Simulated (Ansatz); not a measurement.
Stepwise reaction of `[NH2][Ga]([NH2])[NH2]` with hydrogen fluoride, as a gas-phase model of exchange steps in deposition or etching. ΔE in kJ/mol; ΔG adds harmonic PBE0-D4 terms to CCSD(T)/CBS, at 1 bar.

Computed with Ansatz on PBE0-D4/def2-TZVP structures; ΔE is electronic, products minus reactants. CCSD(T)/CBS adds triple-zeta CCSD(T) − MP2 to the extrapolated MP2 energy (def2 sets, frozen cores). This one scheme is used for every species. DFT in def2-TZVPP. B3LYP here is the variant with VWN-RPA as its local correlation; programs differ in this. For Ga outer-core shells are correlated without core-valence functions, which leaves a few kJ/mol of doubt a bond. Scalar relativity is left out up to krypton. One conformer a species, not always the lowest.

| step | reaction | PBE-D4 | B3LYP-D4 | ωB97M-V | CCSD(T)/CBS | ΔG(400 K) |
| --- | --- | --- | --- | --- | --- | --- |
| 1 | `[NH2][Ga]([NH2])[NH2]` + H–F → `[NH2][Ga]([NH2])[F]` + NH₃ | -64.6 | -67.6 | -66.7 | -54.9 | -50.0 |
| 2 | `[NH2][Ga]([NH2])[F]` + H–F → `[NH2][Ga]([F])[F]` + NH₃ | -46.3 | -48.4 | -47.5 | -36.8 | -37.5 |

(1) Give the row of step 3, `[NH2][Ga]([F])[F]` + H–F → `[F][Ga]([F])[F]` + NH₃. (Best estimate.)

(2) By hand: ΔE of the 3 steps together at CCSD(T)/CBS.

Answers

(1) Ansatz gave: 
| step | reaction | PBE-D4 | B3LYP-D4 | ωB97M-V | CCSD(T)/CBS | ΔG(400 K) |
| --- | --- | --- | --- | --- | --- | --- |
| 3 | `[NH2][Ga]([F])[F]` + H–F → `[F][Ga]([F])[F]` + NH₃ | -25.0 | -26.0 | -25.6 | -15.7 | -8.0 |

(2) (-54.9) + (-36.8) + (-15.7) = -107.4 kJ/mol, or -35.8 kJ/mol a step.

In ΔE each step is higher than the one before. All are downhill at CCSD(T)/CBS. ΔG lies between -50.0 and -8.0 kJ/mol a step. PBE-D4 differs from CCSD(T)/CBS by -9.7 to -9.3 kJ/mol a step. Isolated molecules leave out the surface, adducts and barriers. Largest T1 diagnostic: 0.015.
